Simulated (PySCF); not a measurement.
# HBr⁺: from constants to spectrum

UHF-CCSD(T) constants of HBr⁺, ²Π (doublet), unpaired electrons π ↑ (H cc-pVTZ, Br cc-pVTZ-PP with ECP10; scalar-relativistic core potentials (PySCF 2.14); masses 1.0078 and 78.9183 u):

```
ωe              : 2480.2 cm⁻¹
ωexe            : 48.7 cm⁻¹
Be              : 8.1322 cm⁻¹
αe              : 0.248 cm⁻¹
D (centrifugal) : 0.000350 cm⁻¹
De to H + Br⁺   : 3.98 eV
```

Give the vibrational terms G(v) and spacings up to v = 6.

G(v) = ωe(v+½) − ωexe(v+½)².

```
v  G(v) (cm⁻¹)  G(v) − G(v−1)  Bv (cm⁻¹)
0         1228                     8.008
1         3611           2383      7.760
2         5896           2285      7.512
3         8084           2188      7.264
4        10175           2091      7.016
5        12168           1993      6.768
6        14064           1896      6.520
```

How well does the Morse estimate ωe²/(4ωexe) reproduce De, and what is D0?

It gives 3.92 eV, 98 % of the computed De. D0 = De − G(0) = 3.98 − 0.15 = 3.83 eV.

Correlated steps freeze 4 core orbitals. Spin–orbit coupling is left out. For an ion De counts to the pair picked by the measured ionisation energies or electron affinities, which need not be the lowest pair at this level. The state is the lowest determinant that a PBE0 search found; another state may lie lower at other levels.
